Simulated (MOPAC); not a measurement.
Input file for MOPAC: PM7 on GaB, 2S+1 = 3, a spin state set in the input, which need not be the lowest, a point of a bond scan (R = 1.988 Å).

```
PM7 1SCF PRECISE CHARGE=0 UHF MS=1 THREADS=1
BGa

B      0.00000000 1     0.00000000 1     0.00000000 1
Ga     0.00000000 1     0.00000000 1     1.98836400 1
```

The log:

```
*******************************************************************************
 **                                                                           **
 **                              MOPAC v23.2.5                                **
 **                                                                           **
 *******************************************************************************
 ** MOPAC's Digital Object Identifier: https://doi.org/10.5281/zenodo.6511958 **
 **                                                                           **
 ** Please cite the open-source release paper for use of this MOPAC version:  **
 ** J. E. Moussa and J. J. P. Stewart (2026)                                  **
 ** MOPAC: An open-source semiempirical molecular orbital program             **
 ** J. Open Source Softw., 11(119), 8025, https://doi.org/10.21105/joss.08025 **
 *******************************************************************************

                              PM7 CALCULATION RESULTS

 *******************************************************************************
 *  PM7        - The PM7 Hamiltonian to be used
 *  UHF        - UNRESTRICTED HARTREE-FOCK CALCULATION
 *
 *
 *
 *                 CHARGE ON SYSTEM = 0
 *
 *
 *
 *  MS=        - IN MECI, MAGNETIC COMPONENT OF SPIN =  1.0
 *  PRECISE    - TIGHTER CRITERIA TO BE USED
 *  1SCF       - DO 1 SCF AND THEN STOP
 *  THREADS=1  - MULTI-THREADING NOT USED
 *  T=         - A TIME OF 172800.0 SECONDS REQUESTED
 *  DUMP=N     - RESTART FILE WRITTEN EVERY 7200.0 SECONDS REQUESTED
 *******************************************************************************
PM7 1SCF PRECISE CHARGE=0 UHF MS=1 THREADS=1
 BGa

   ATOM   CHEMICAL          X               Y               Z
  NUMBER   SYMBOL      (ANGSTROMS)     (ANGSTROMS)     (ANGSTROMS)

     1       B          0.00000000  *   0.00000000  *   0.00000000  *
     2      Ga          0.00000000  *   0.00000000  *   1.98836400  *



          CARTESIAN COORDINATES

    NO.       ATOM           X           Y           Z

     1         B          0.0000      0.0000      0.0000
     2        Ga          0.0000      0.0000      1.9884

 General Reference for PM7:
 "Optimization of Parameters for Semiempirical Methods VI: More Modifications to the
 NDDO Approximations and Re-optimization of Parameters", J. J. P. Stewart, J. Mol. Mod., 1:32, 19 (2013)
 https://link.springer.com/article/10.1007/s00894-012-1667-x

           Empirical Formula: B Ga  =     2 atoms



      MOLECULAR POINT GROUP   :   C*v


          UHF CALCULATION, NO. OF ALPHA ELECTRONS =    4
                           NO. OF BETA  ELECTRONS =    2

 -------------------------------------------------------------------------------
 PM7 1SCF PRECISE CHARGE=0 UHF MS=1 THREADS=1
 BGa



     1SCF WAS SPECIFIED, SO BFGS WAS NOT USED
     SCF FIELD WAS ACHIEVED


                              PM7 CALCULATION
                                                       MOPAC v23.2.5 Linux




          FINAL HEAT OF FORMATION =        199.97462 KCAL/MOL =     836.69383 KJ/MOL


          COSMO AREA              =         82.76 SQUARE ANGSTROMS
          COSMO VOLUME            =         66.72 CUBIC ANGSTROMS

          IONIZATION POTENTIAL    =          8.021278 EV
          ALPHA SOMO LUMO (EV)    =         -8.021  0.379
          BETA  SOMO LUMO (EV)    =         -9.657 -2.527
          NO. OF ALPHA ELECTRONS  =          4
          NO. OF BETA  ELECTRONS  =          2
          MOLECULAR WEIGHT        =         80.5450         POINT GROUP:  C*v

          MOLECULAR DIMENSIONS (Angstroms)

            Atom       Atom       Distance
           Ga     2    B     1     1.98836
           Ga     2    B     1     0.00000
            B     1   Ga     2     0.00000


          SCF CALCULATIONS        =          1





   ATOM   CHEMICAL          X               Y               Z
  NUMBER   SYMBOL      (ANGSTROMS)     (ANGSTROMS)     (ANGSTROMS)

     1       B          0.00000000  *   0.00000000  *   0.00000000  *
     2      Ga          0.00000000  *   0.00000000  *   1.98836400  *

                             CARTESIAN COORDINATES

   1    B        0.000000000     0.000000000     0.000000000
   2   Ga        0.000000000     0.000000000     1.988364000


           Empirical Formula: B Ga  =     2 atoms



      MOLECULAR POINT GROUP   :   C*v


          ALPHA EIGENVALUES
 -17.28590  -9.09975  -8.09724  -8.02128   0.37948   0.71217   0.72464   5.95879


           BETA EIGENVALUES
 -16.25157  -9.65673  -2.52680  -1.76332  -0.29041   0.32200   0.36528   6.66276


              NET ATOMIC CHARGES AND DIPOLE CONTRIBUTIONS

  ATOM NO.   TYPE          CHARGE      No. of ELECS.   s-Pop       p-Pop
    1          B          -0.640600        3.6406     0.16863     3.47197
    2         Ga           0.640600        2.3594     1.66094     0.69846
 DIPOLE           X         Y         Z       TOTAL
 POINT-CHG.     0.000     0.000     6.118     6.118
 HYBRID         0.000     0.000    -2.131     2.131
 SUM            0.000     0.000     3.987     3.987


          ATOMIC ORBITAL ELECTRON POPULATIONS

     Atom    s        px        py        pz
    1  B   0.16863   1.97537   0.97944   0.51716
    2 Ga   1.66094   0.02463   0.02056   0.65327


                    (SZ)    =    1.000000
                    (S**2)  =    2.004038


          ATOMIC ORBITAL SPIN POPULATIONS

    Atom   Total    s     px     py     pz
         Atomic
    1  B  1.2649  0.057 -0.001  0.979  0.230
    2 Ga  0.7351  0.089  0.001  0.021  0.624

 **********************
 *                    *
 * JOB ENDED NORMALLY *
 *                    *
 **********************




 == MOPAC DONE ==
```

The run finished.

Cost: around 0.020 core-seconds (rough).
